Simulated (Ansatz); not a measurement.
Reaction (ligand exchange at the Si–O bond): `OC([SiH3])O[SiH3]` + `[SH][GeH3]` → `[SiH3][S][GeH3]` + `OC(O)[SiH3]`

Calculated with Ansatz (gas phase, PBE0-D4/def2-TZVP geometries, no zero-point term in ΔE). CCSD(T)/CBS adds triple-zeta CCSD(T) − MP2 to the extrapolated MP2 energy (def2 sets, frozen cores). For Ge outer-core shells are correlated without core-valence functions, which leaves a few kJ/mol of doubt a bond. Scalar relativity is left out up to krypton. One conformer a species, not always the lowest.

`OC([SiH3])O[SiH3]`:

Z-matrix (Å, degrees):
```
C
Si 1 1.910
O 1 1.409 2 107.5
O 1 1.405 2 112.5 3 123.5
H 1 1.098 2 111.3 3 -120.0
H 2 1.486 1 109.4 3 172.3
H 2 1.484 1 111.0 3 50.7
H 2 1.489 1 106.7 3 -69.5
Si 3 1.658 1 121.7 2 176.8
H 4 0.963 1 108.7 2 -52.6
H 9 1.485 3 112.2 1 -79.2
H 9 1.482 3 105.5 1 161.9
H 9 1.488 3 109.8 1 42.5
```

`[SH][GeH3]`:

```xyz
6

S    -1.499    0.088    0.843
Ge    0.556    0.015   -0.005
H    -2.109   -0.114   -0.337
H     0.746    1.128   -1.047
H     0.822   -1.354   -0.650
H     1.483    0.236    1.195
```

`[SiH3][S][GeH3]`:

Cartesian coordinates in Å:
```
Si 0.320 -0.873 -1.351
S 0.227 1.193 -0.837
Ge -0.309 0.960 1.312
H 1.343 -1.581 -0.539
H 0.685 -0.933 -2.787
H -0.992 -1.539 -1.135
H -0.412 2.384 1.868
H 0.790 0.165 2.035
H -1.652 0.224 1.434
```

`OC(O)[SiH3]`:

Cartesian coordinates in Å:
```
O 1.216 -0.981 0.450
C 0.497 -0.145 -0.419
O 1.101 1.120 -0.557
Si -1.284 -0.018 0.260
H 2.101 -1.103 0.088
H 0.493 -0.550 -1.439
H 1.086 1.554 0.303
H -1.875 -1.357 0.505
H -2.115 0.726 -0.721
H -1.219 0.754 1.531
```

```csv
species,HF/def2-QZVPP energy (Eh)
`OC([SiH3])O[SiH3]`,-770.26557
`[SH][GeH3]`,-2475.31044
`[SiH3][S][GeH3]`,-2765.45082
`OC(O)[SiH3]`,-480.11098
```

(1) Work out ΔE.

Largest T1 diagnostic among the species: 0.013.

## Answers

(1) ΔE = (-2765.45082) + (-480.11098) − (-770.26557) − (-2475.31044) = 0.01421 Eh = +37.3 kJ/mol. CCSD(T)/CBS gives +19.8 kJ/mol.

In def2-TZVPP, CCSD(T) changes the Hartree–Fock value by −11.7 kJ/mol (the triples alone add −2.2 kJ/mol) and MP2 by −14.7 kJ/mol.
